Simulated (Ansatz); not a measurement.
Relaxation of CH₇BO₂Si (12 atoms, charge 0, multiplicity 1), to a largest force component of 0.02 eV/Å in at most 50 steps.

The calculation used Ansatz 0.2.0, RKS revPBE-D4/STO-3G.

```xyz
12
Properties=species:S:1:pos:R:3
C -1.844 -0.505 0.741
O -1.066 -1.300 -0.043
B -0.250 -0.452 -0.916
Si 1.622 0.104 -0.309
O 1.633 1.799 -0.286
H -2.533 -1.083 1.370
H -1.272 0.199 1.411
H -1.326 -0.150 -0.571
H -0.590 -0.125 -1.936
H 2.564 -0.428 -1.211
H 1.782 -0.440 1.064
H 2.566 2.013 0.069
```

Where does it end, and by what steps?

It converged. The force dipped under the threshold on the way, but the program's further checks kept it going. Limits of this set-up: minimal basis. After 41 steps the energy has fallen by 8.623 eV; H7 moved furthest, 1.41 Å. The start is strongly strained (largest force component 12 eV/Å), so its close contacts needn't be bonds. Parted: B3–H8. Joined: C1–H8.

```csv
step,energy less start (eV),largest force component (eV/Å),accepted
0,0.0000,12.088,yes
2,-4.6847,2.227,yes
4,-6.1688,1.907,yes
6,-6.8603,1.083,yes
8,-7.1400,0.543,yes
10,-7.4306,0.781,yes
12,-7.9589,0.941,yes
14,-8.3245,0.674,yes
16,-8.5479,0.515,yes
18,-8.6134,0.083,yes
20,-8.6152,0.090,yes
22,-8.6176,0.139,no
24,-8.6192,0.067,yes
26,-8.6197,0.088,yes
28,-8.6206,0.072,yes
30,-8.6215,0.063,yes
32,-8.6218,0.067,yes
34,-8.6224,0.013,yes
36,-8.6216,0.132,no
38,-8.6229,0.038,yes
40,-8.6229,0.035,no
41,-8.6231,0.010,yes
```

```xyz
12
Properties=species:S:1:pos:R:3
C -2.203 -0.692 0.561
O -0.710 -0.642 0.607
B -0.071 0.079 -0.364
Si 1.907 0.115 -0.306
O 2.405 1.742 -0.721
H -2.510 -1.761 0.474
H -2.591 -0.282 1.523
H -2.623 -0.109 -0.293
H -0.689 0.643 -1.206
H 2.475 -0.853 -1.259
H 2.459 -0.280 0.999
H 3.438 1.670 -0.633
```

Whether the end is a true minimum wasn't checked by a vibrational analysis.

Time of the run: 94 s on 1 thread of Arm Neoverse V2, with other jobs on the host, peak memory 0.14 GiB.
